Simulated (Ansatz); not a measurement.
`C[Si](C)(N)N` + `C#CS` → `C#CSC` + `C[SiH](N)N`  (substitution at a C–Si bond)

Isolated molecules relaxed with PBE0-D4/def2-TZVP in Ansatz; ΔE leaves out vibrations. CBS: MP2 limit from def2 TZ/QZ plus the TZ coupled-cluster correction, frozen cores. This one scheme is used for every species. Functionals use def2-TZVPP. HSE06 is defined as in plane-wave codes. Each species was taken in one conformer, which may not be the lowest.

**Question.** Is it downhill or uphill in electronic energy at CCSD(T)/CBS, and by how much? (An estimate is asked.)

**Answer.** Computed: Uphill: ΔE = +44.0 kJ/mol.

**Question.** What do these levels give: r2SCANh-D4, ωB97X-V, PBE, BLYP, r2SCANh, r2SCAN0, HSE06, CAM-B3LYP, CCSD/def2-SVP, CCSD/def2-TZVPP, CCSD(T)/def2-TZVPP, SCS-MP2/def2-QZVPP? (An estimate is asked.)

**Answer.** Ansatz gave: r2SCANh-D4 43.5, ωB97X-V 42.4, PBE 37.4, BLYP 34.8, r2SCANh 42.6, r2SCAN0 43.2, HSE06 39.8, CAM-B3LYP 41.2, CCSD/def2-SVP 45.2, CCSD/def2-TZVPP 45.8, CCSD(T)/def2-TZVPP 45.2, SCS-MP2/def2-QZVPP 40.1 kJ/mol.

Largest T1 diagnostic among the species: 0.013.

Leaving LDA and LC-ωPBE aside and taking each functional with its dispersion term where it has one, the values, not all of them listed here, spread over 6.4 kJ/mol, from BLYP-D4 to ωB97M-V. LDA lies +5.4 kJ/mol from PBE without D4. In def2-TZVPP, CCSD(T) changes the Hartree–Fock value by +7.7 kJ/mol (the triples alone add −0.7 kJ/mol) and MP2 by +6.0 kJ/mol. The D4 term adds +3.8 kJ/mol with B3LYP and +2.3 kJ/mol with PBE0; it sums over pairs of atoms, weighted by their polarisabilities, and B3LYP, whose exchange is more repulsive, gets the larger term.

B3LYP here is the variant with VWN-RPA as its local correlation; programs differ in this.
